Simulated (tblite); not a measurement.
Compound: C7H12O.
Geometry (GFN2-xTB, Å), atoms numbered from 1 in this order:
```xyz
20
C7H12O angstrom
O      3.1435   -0.3915    0.0605
C      1.9598    0.2025   -0.3838
C      0.8558   -0.7190   -0.9423
C     -0.1721   -0.0141   -0.0444
C     -1.2993    0.8202   -0.6703
C     -2.3001    0.1902    0.3099
C     -1.2164   -0.7987    0.7638
C      0.9686    0.7190    0.6792
H      2.9216   -1.0828    0.6952
H      2.2714    0.9734   -1.0901
H      1.0106   -1.7633   -0.6704
H      0.6768   -0.6556   -2.0134
H     -1.1791    1.8993   -0.5969
H     -1.4895    0.5574   -1.7094
H     -3.1844   -0.2549   -0.1406
H     -2.6109    0.8717    1.0987
H     -1.0365   -0.8432    1.8367
H     -1.3692   -1.8097    0.3888
H      1.1742    0.3104    1.6689
H      0.8699    1.7994    0.7569
```

Level: GFN2-xTB in tblite, geometry and Hessian alike; calculated harmonic values, unscaled, isolated species. This tight-binding method is rough: wavenumbers can miss measured ones by several per cent, in bad cases by 10 to 20. One conformer, not necessarily the lowest.

Harmonic wavenumbers (cm⁻¹): 46.0, 60.9, 256.5, 304.6, 340.3, 353.8, 418.9, 453.3, 503.4, 730.3, 783.5, 802.8, 861.3, 875.2, 920.7, 935.2, 948.3, 1005.1, 1039.6, 1041.2, 1050.2, 1053.5, 1077.1, 1116.9, 1173.0, 1186.5, 1198.7, 1216.0, 1218.7, 1230.3, 1236.4, 1246.7, 1248.4, 1262.4, 1268.3, 1320.6, 1354.6, 1460.4, 1466.8, 1467.8, 1473.7, 1490.8, 2976.6, 2987.6, 2990.8, 2993.7, 2998.2, 3005.2, 3010.0, 3010.8, 3013.8, 3018.2, 3021.9, 3531.6.

A = 5265, B = 1248, C = 1232 MHz; mass 112.089 u (most abundant isotopes); point group C1, symmetry number 1.

Question: What is the zero-point energy?

Answer: ½Σν̃ = 38529 cm⁻¹ = 460.90 kJ/mol.

Question: Give the ideal-gas entropy at 400 K and 1 bar in the rigid-rotor, harmonic-oscillator model (classical rotation).

Answer: Translation 173.82, rotation 121.13, vibration 118.58: S = 413.5 J/(mol K).

Question: And Cp and H(400 K) − H(0)?

Answer: Cp = 182.89 J/(mol K), of which vibrations give 149.63 (their classical limit is 54 R = 449.0); H(400 K) − H(0) = 39.21 kJ/mol without the zero-point energy, 25.91 from vibrations.

Question: What must be added to the electronic energy to get the Gibbs energy at 400 K and 1 bar?

Answer: ZPE + [H(400 K) − H(0)] − T·S = 460.90 + 39.21 − 165.41 = 334.70 kJ/mol.

Question: How do the functions run with temperature in this model?

Answer: 
```json
{"T (K)": "150", "S (J/(mol K))": "299.6", "Cp (J/(mol K))": "73.9", "H − H(0) (kJ/mol)": "7.95", "G − H(0) (kJ/mol)": "-36.99", "ln q(vib)": "2.11"}
{"T (K)": "250", "S (J/(mol K))": "345.7", "Cp (J/(mol K))": "111.8", "H − H(0) (kJ/mol)": "17.13", "G − H(0) (kJ/mol)": "-69.29", "ln q(vib)": "3.74"}
{"T (K)": "298.15", "S (J/(mol K))": "367.2", "Cp (J/(mol K))": "134.2", "H − H(0) (kJ/mol)": "23.04", "G − H(0) (kJ/mol)": "-86.45", "ln q(vib)": "4.57"}
{"T (K)": "600", "S (J/(mol K))": "503.3", "Cp (J/(mol K))": "260.4", "H − H(0) (kJ/mol)": "84.03", "G − H(0) (kJ/mol)": "-217.97", "ln q(vib)": "10.60"}
{"T (K)": "900", "S (J/(mol K))": "624.0", "Cp (J/(mol K))": "333.3", "H − H(0) (kJ/mol)": "174.05", "G − H(0) (kJ/mol)": "-387.55", "ln q(vib)": "17.07"}
```

q(vib) and H(0) count from the zero-point level.

Question: Blend soft modes into free rotors: weight 1/[1 + (100 cm⁻¹/ν̃)⁴] for the oscillator and the rest for a rotor with moment μB/(μ + B), μ = h/(8π²ν), B = 10⁻⁴⁴ kg m². What vibrational entropy results?

Answer: 106.98 J/(mol K) in place of 118.58, which changes −T·S at 400 K by +4.64 kJ/mol.

Hindered rotation and anharmonicity are outside this model. Other conformers, if any are populated, would add a mixing term that is left out. The structure is chiral; the term R ln 2 for an equal mix with its mirror image is left out.
